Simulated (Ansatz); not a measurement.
Gas-phase electronic energies from Ansatz, PBE0-D4/def2-TZVP geometries. CCSD(T)/CBS adds triple-zeta CCSD(T) − MP2 to the extrapolated MP2 energy (def2 sets, frozen cores). DFT in def2-TZVPP. B3LYP here is the variant with VWN-RPA as its local correlation; programs differ in this. HSE06 is defined as in plane-wave codes. Each species was taken in one conformer, which may not be the lowest.

Consider the redistribution: `[SiH2]1[SiH2][SiH2]1` + `O[SiH]([SiH3])S` → `O[SiH]1[SiH2][SiH2]1` + `[SiH3][SiH2]S`.

```tsv
level	ΔE (kcal/mol)	difference from CCSD(T)/CBS
LDA (SPW92)	6.2	-0.1
revPBE-D4	5.8	-0.5
BLYP-D4	5.8	-0.5
r2SCAN-D4	6.0	-0.3
B97M-V	5.7	-0.6
PBE0-D4	6.0	-0.3
B3LYP-D4	6.0	-0.3
r2SCANh-D4	6.1	-0.2
r2SCAN0-D4	6.2	-0.1
HSE06-D4	5.9	-0.4
CAM-B3LYP-D4	6.2	-0.1
ωB97X-V	6.1	-0.2
ωB97M-V	6.2	-0.1
B2PLYP	5.9	-0.4
PBE-QIDH	6.1	-0.2
PBE	5.5	-0.8
revPBE	5.2	-1.1
BLYP	5.3	-1.0
r2SCAN	6.0	-0.3
B3LYP	5.6	-0.7
r2SCANh	6.1	-0.2
r2SCAN0	6.1	-0.2
HSE06	5.8	-0.5
CAM-B3LYP	6.0	-0.3
LC-ωPBE	6.1	-0.2
RPA@PBE/def2-TZVPP	5.7	-0.6
HF/def2-SVP	6.6	0.3
MP2/def2-SVP	6.7	0.4
CCSD/def2-SVP	6.6	0.3
CCSD(T)/def2-SVP	6.6	0.3
MP2/def2-TZVPP	6.2	-0.1
SCS-MP2/def2-TZVPP	6.0	-0.3
CCSD/def2-TZVPP	6.1	-0.2
CCSD(T)/def2-TZVPP	6.1	-0.2
HF/def2-QZVPP	5.9	-0.4
MP2/def2-QZVPP	6.3	0.0
SCS-MP2/def2-QZVPP	6.0	-0.3
HF/CBS(def2)	5.9	-0.4
MP2/CBS(def2)	6.4	0.1
CCSD/CBS(def2)	6.2	-0.1
CCSD(T)/CBS	6.3	0
```

Largest T1 diagnostic among the species: 0.015.

Leaving LDA and LC-ωPBE aside and taking each functional with its dispersion term where it has one, the values, not all of them listed here, spread over 0.5 kcal/mol, from PBE-D4 to ωB97M-V.
